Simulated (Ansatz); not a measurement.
`[F][AlH][Br]` + `O[SiH3]` → `[SiH3][O][AlH][Br]` + H–F at 500 K and 1 bar (ligand exchange at the Al–F bond).

Isolated molecules relaxed with PBE0-D4/def2-TZVP in Ansatz; ΔE leaves out vibrations. CCSD(T)/CBS is the MP2 limit (def2-TZVPP, def2-QZVPP) plus CCSD(T) − MP2 in def2-TZVPP, frozen cores. This one scheme is used for every species. For Br outer-core shells are correlated without core-valence functions, which leaves a few kJ/mol of doubt a bond. Scalar relativity is left out up to krypton. One conformer a species, not always the lowest.

```json
{"species": "`[F][AlH][Br]`", "CCSD(T)/CBS energy (Eh)": "-2915.86674", "H − E (kJ/mol)": "53.8", "S (J/(mol·K))": "327.2"}
{"species": "`O[SiH3]`", "CCSD(T)/CBS energy (Eh)": "-366.69042", "H − E (kJ/mol)": "127.5", "S (J/(mol·K))": "292.9"}
{"species": "`[SiH3][O][AlH][Br]`", "CCSD(T)/CBS energy (Eh)": "-3182.15432", "H − E (kJ/mol)": "143.5", "S (J/(mol·K))": "438.5"}
{"species": "H–F", "CCSD(T)/CBS energy (Eh)": "-100.39570", "H − E (kJ/mol)": "39.4", "S (J/(mol·K))": "188.7"}
```

H − E and S are ideal-gas, rigid-rotor, harmonic terms from PBE0-D4/def2-TZVP, for one conformer and one mirror image of each species. 1 Eh = 2625.50 kJ/mol, R = 8.31446 J/(mol·K).

By hand: ΔE, ΔH, ΔS and ΔG.

ΔE = (-3182.15432) + (-100.39570) − (-2915.86674) − (-366.69042) = 0.00714 Eh = 18.7 kJ/mol. Δ(H − E) = 143.5 + 39.4 − 53.8 − 127.5 = 1.6, so ΔH = 20.3 kJ/mol. ΔS = 438.5 + 188.7 − 327.2 − 292.9 = 7.1 J/(mol·K). ΔG = 20.3 − 500 × (7.1)/1000 = 16.8 kJ/mol.

By hand: the equilibrium constant, and the temperature at which ΔG would vanish if ΔH and ΔS stayed fixed.

log₁₀ K = −ΔG/(RT ln 10) = -1.8. ΔG = 0 at ΔH/ΔS = 2859 K, far beyond where these terms or the molecules hold.

The number of gas molecules stays the same, so ΔS is small and ΔH decides. A doubt of 5 kJ/mol in ΔE shifts log₁₀ K by 0.5 here. Other conformers and mirror images would add mixing entropy, several J/(mol·K) or more a flexible species. Modes under 60 cm⁻¹, often nearly free rotors, make the harmonic entropy too high. These are equilibria of isolated gas molecules and say nothing of rates. Largest T1 diagnostic: 0.011 (customary marks: 0.02 for closed shells, 0.045 for open ones).
